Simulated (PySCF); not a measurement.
**Working with the constants of BiB⁻**

PBE0 constants of BiB⁻, ²Σ⁺ (doublet), unpaired electrons σ ↑ (PySCF, scalar-relativistic core potentials, basis sets Bi def2-SVPD with ECP60, B def2-SVPD; masses 208.9804 and 11.0093 u):

```
ωe              : 690.6 cm⁻¹
ωexe            : 3.47 cm⁻¹
Be              : 0.37291 cm⁻¹
αe              : 0.00243 cm⁻¹
D (centrifugal) : 4.35e-07 cm⁻¹
```

(1) Give the vibrational terms G(v) and spacings up to v = 6.

These are scalar-relativistic numbers at best; spin–orbit coupling would shift them, the dissociation energy most. The state is the lowest determinant that a PBE0 search found; another state may lie lower at other levels.

Answers

(1) G(v) = ωe(v+½) − ωexe(v+½)².

| v | G(v) (cm⁻¹) | G(v) − G(v−1) | Bv (cm⁻¹) |
| --- | --- | --- | --- |
| 0 | 344 |  | 0.3717 |
| 1 | 1028 | 684 | 0.3693 |
| 2 | 1705 | 677 | 0.3668 |
| 3 | 2375 | 670 | 0.3644 |
| 4 | 3037 | 663 | 0.3620 |
| 5 | 3693 | 656 | 0.3595 |
| 6 | 4342 | 649 | 0.3571 |
